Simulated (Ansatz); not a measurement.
`C#Cc1ccc(C#Cc2ccc(C#Cc3ccc(C#Cc4ccccc4)cc3)cc2)cc1`, 50 atoms. Hardware: 2 threads of AMD EPYC 7R13 on a shared host and a share (18 GiB) of an NVIDIA H100 80GB HBM3.

Correlated methods freeze 32 core orbitals. Single mean-field runs in def2-SVP, def2-TZVP are fitted with def2-universal-jkfit.

(1) How many basis functions does each of these Ansatz runs have, and roughly what does it cost? r2SCANh-D4/def2-TZVP, charge -1 doublet at the geometry of the charge 0 singlet, energy, from earlier orbitals; r2SCANh-D4/def2-TZVP, charge 0 singlet, energy, from earlier orbitals; PBE0-D4/def2-TZVP, charge -1 doublet at the geometry of the charge 0 singlet, energy; B3LYP-D4/6-31G, charge 0 singlet, energy; PBE-D4/def2-TZVP, charge 1 doublet at the geometry of the charge 0 singlet, energy, from earlier orbitals; PBE-D4/def2-TZVP, charge 0 triplet at the geometry of the charge 0 singlet, energy, from earlier orbitals; MP2/def2-SVP, charge 0 singlet, energy, from earlier orbitals; PBE-D4/def2-SVP, charge 0 singlet, relaxation, 4 steps; PBE0-D4/def2-TZVP, charge 0 singlet, energy, from earlier orbitals; r2SCAN-D4/def2-TZVP, charge 0 singlet, energy and forces, from earlier orbitals; PBE-D4/def2-TZVP, charge -1 doublet at the geometry of the charge 0 singlet, energy, from earlier orbitals; PBE0-D4/def2-SVP, charge 0 singlet, energy, from earlier orbitals.

Results:

(1) Other jobs shared the machine, so times can vary by a factor of up to 3.

| run | functions | fitting or Cholesky vectors | wall time | peak host memory (GiB) |
| --- | --- | --- | --- | --- |
| PBE0-D4/def2-TZVP, charge 0 singlet, energy, from earlier orbitals | 1100 | 2724 | 12 s | 1.2 |
| PBE0-D4/def2-SVP, charge 0 singlet, energy, from earlier orbitals | 538 | 2724 | 13 s | 1 |
| B3LYP-D4/6-31G, charge 0 singlet, energy | 324 | 4631 | 16 s | 1.2 |
| r2SCAN-D4/def2-TZVP, charge 0 singlet, energy and forces, from earlier orbitals | 1100 | 2724 | 16 s | 1.2 |
| r2SCANh-D4/def2-TZVP, charge 0 singlet, energy, from earlier orbitals | 1100 | 2724 | 17 s | 1.2 |
| MP2/def2-SVP, charge 0 singlet, energy, from earlier orbitals | 538 | 5607 | 17 s | 1.4 |
| PBE-D4/def2-TZVP, charge 0 triplet at the geometry of the charge 0 singlet, energy, from earlier orbitals | 1100 | 2724 | 20 s | 1.8 |
| PBE-D4/def2-SVP, charge 0 singlet, relaxation, 4 steps | 538 | 2724 | 22 s | 1.1 |
| PBE-D4/def2-TZVP, charge -1 doublet at the geometry of the charge 0 singlet, energy, from earlier orbitals | 1100 | 2724 | 24 s | 1.8 |
| PBE-D4/def2-TZVP, charge 1 doublet at the geometry of the charge 0 singlet, energy, from earlier orbitals | 1100 | 2724 | 27 s | 1.8 |
| r2SCANh-D4/def2-TZVP, charge -1 doublet at the geometry of the charge 0 singlet, energy, from earlier orbitals | 1100 | 2724 | 36 s | 2.1 |
| PBE0-D4/def2-TZVP, charge -1 doublet at the geometry of the charge 0 singlet, energy | 1100 | 2724 | 46 s | 1.9 |
